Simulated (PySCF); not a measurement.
A PySCF script (with the pyscf-properties extension) for the NMR shieldings of `CCS[Si@@H](CF)C[SiH3]`, C4H13FSSi2, on a GFN2-xTB geometry:

```python
import basis_set_exchange as bse
import numpy as np
from pyscf import gto, dft
from pyscf.prop import nmr

atoms = """
C    -3.321234    0.445294   -0.393403
C    -2.279441   -0.447910   -1.036789
S    -0.684620    0.423066   -1.287800
Si    0.242748    0.272504    0.649481
C     0.519914   -1.591103    1.033430
F     1.391238   -1.725082    2.095737
C     1.892628    1.186180    0.576171
Si    3.181536    0.514273   -0.663654
H    -3.012201    0.746276    0.604815
H    -3.465488    1.340403   -0.993407
H    -4.269229   -0.084590   -0.320471
H    -2.592444   -0.747123   -2.036097
H    -2.088969   -1.339993   -0.442848
H    -0.672402    0.808192    1.665183
H    -0.393868   -2.114269    1.328771
H     0.970563   -2.128282    0.194037
H     1.699598    2.233278    0.345664
H     2.328275    1.164276    1.574266
H     3.570487   -0.841236   -0.270951
H     2.618407    0.513227   -2.012260
H     4.355580    1.389563   -0.610347
"""
names = dict.fromkeys(["C", "S", "Si", "F", "H"], "pcSseg-1")
basis = {el: gto.basis.parse(bse.get_basis(n, elements=[el], fmt="nwchem")) for el, n in names.items()}
mol = gto.M(atom=atoms, basis=basis, charge=0, verbose=0)
mf = dft.RKS(mol, xc="PBE0")
mf.grids.level = 2
mf.grids.alignment = dft.numint.BLKSIZE   # the property module wants whole blocks of grid points
mf.conv_tol = 1e-9
mf.kernel()

calc = nmr.RKS(mf)   # GIAO
C = mf.mo_coeff
Co = C[:, mf.mo_occ > 0]
resp = mf.gen_response(singlet=True, hermi=2)
def vind(x):   # induced exchange potential for any number of trial vectors
    d = np.einsum("pi,xij,qj->xpq", C, 2 * x.reshape(-1, C.shape[1], Co.shape[1]), Co, optimize=True)
    return np.einsum("xpq,pi,qj->xij", resp(d - d.transpose(0, 2, 1)), C, Co, optimize=True).ravel()
mo1, _ = nmr.rhf.solve_mo1(calc, with_cphf=vind)
sigma = calc.kernel(mo1)
for i, s in enumerate(sigma):   # ppm
    print("%2d %-2s %9.2f" % (i, mol.atom_pure_symbol(i), np.trace(s) / 3))
```

Task: What does it print?

Result: 
```
 0 C     167.17
 1 C     159.84
 2 S     630.93
 3 Si    361.46
 4 C     106.68
 5 F     480.43
 6 C     199.42
 7 Si    426.30
 8 H      30.22
 9 H      30.43
10 H      30.44
11 H      29.24
12 H      29.46
13 H      26.29
14 H      26.56
15 H      26.86
16 H      31.71
17 H      31.40
18 H      27.59
19 H      27.61
20 H      27.66
```

These numbers come from an equivalent density-fitted implementation of the same equations, which agrees with the script to about 0.01 ppm for H and up to a few tenths of a ppm for heavy atoms, so last digits may differ.

Size and cost of the density-fitted run: 222 basis functions, 34 s wall time on 1 thread of an Arm Neoverse V2, shared host; peak memory 1 GiB.
